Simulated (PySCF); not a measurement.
Species: Be(NH2)2.
Structure used (PBE0-D3(BJ)/def2-SVP), in Å, numbered top down from 1:
```xyz
7
BeH4N2 angstrom
Be     0.0002   -0.0021    0.0000
N      0.0018   -0.0147    1.5011
H      0.0745    0.8027    2.0967
H     -0.0728   -0.8407    2.0843
N     -0.0007    0.0142   -1.5011
H      0.8205   -0.0518   -2.0921
H     -0.8233    0.0924   -2.0887
```

The closed-shell ground state was solved at several levels (PySCF, density fitting, gas phase, non-relativistic). The dipole stays under 0.02 D at every level.

```json
{"level": "B3LYP/pcSseg-1", "basis functions": "66", "total energy (Eh)": "-126.7306", "HOMO (eV)": "-6.68", "LUMO (eV)": "0.45", "gap (eV)": "7.13"}
{"level": "PBE0/pcSseg-1", "basis functions": "66", "total energy (Eh)": "-126.5553", "HOMO (eV)": "-6.95", "LUMO (eV)": "0.78", "gap (eV)": "7.73"}
{"level": "B3LYP/pcJ-1", "basis functions": "105", "total energy (Eh)": "-126.7468", "HOMO (eV)": "-6.43", "LUMO (eV)": "0.65", "gap (eV)": "7.08"}
```

Q: Estimate the row for wB97X-D/def2-SVPD, a basis of 84 functions; the other rows only guide the guess.

A: Total energy -126.6177 Eh, HOMO -9.05 eV, LUMO 1.80 eV, gap 10.85 eV.

Q: Over all these levels, which gives the widest orbital gap and which the narrowest?

A: wB97X-D/def2-SVPD (range-separated hybrid) has the widest, 10.85 eV, and B3LYP/pcJ-1 (global hybrid, 20 % exact exchange) the narrowest, 7.08 eV. Functional and basis both differ between the two, so the spread mixes both effects.

wB97X-D is run here without its empirical dispersion term; that term would change no orbital, density or response property at a fixed geometry.
